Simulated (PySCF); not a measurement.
C5H4O2.
Numbering: `[O:1]=[CH:2][c:3]1[cH:4][cH:5][o:6][cH:7]1` (hydrogens: H8 on C2; H9 on C4; H10 on C5; H11 on C7)

Level of theory: PBE0-D3(BJ)/def2-SVP geometry optimisation, gas phase in PySCF 2.14.0.

Task: List the bond lengths, angles and torsions at this level.

Result: 
```tsv
bond	length (Å)	order
O1=C2	1.206	double
C2–C3	1.463	single
C3–C4	1.436	aromatic
C4–C5	1.358	aromatic
C5–O6	1.358	aromatic
O6–C7	1.336	aromatic
C3–C7	1.372	aromatic
C2–H8	1.120	single
C4–H9	1.087	single
C5–H10	1.087	single
C7–H11	1.088	single
```

Orders are formal, as drawn. A selection of angles:
```tsv
angle	degrees
O1–C2–C3	124.3
O1–C2–H8	121.1
C3–C2–H8	114.6
C2–C3–C4	127.6
C2–C3–C7	126.7
C4–C3–C7	105.7
C3–C4–C5	105.6
C3–C4–H9	126.3
C5–C4–H9	128.0
C4–C5–O6	110.5
C4–C5–H10	133.7
O6–C5–H10	115.8
C5–O6–C7	107.6
O6–C7–H11	116.8
C3–C7–O6	110.4
C3–C7–H11	132.8
```

Torsions: O1–C2–C3–C4 0° (synperiplanar).

The 5-membered ring C3–C4–C5–O6–C7 has internal angles of 105.6° to 110.5° (sum 540°, against 540° for a flat polygon); it is planar, 0.00 Å rms from its mean plane, widest ring torsion 0°. The 3 C–O bonds span 1.206 Å (O1=C2, drawn double) to 1.358 Å (C5–O6, aromatic), a spread of 0.152 Å. The 7 heavy atoms lie in one plane (0.000 Å rms). The C–C distances run from 1.358 Å (C4–C5, aromatic) to 1.463 Å (C2–C3, drawn single), a spread of 0.105 Å.

Point group: Cs (every atom within 0.08 Å of its image). Whether it is a minimum is left open (no frequencies). One conformer, not necessarily the lowest.
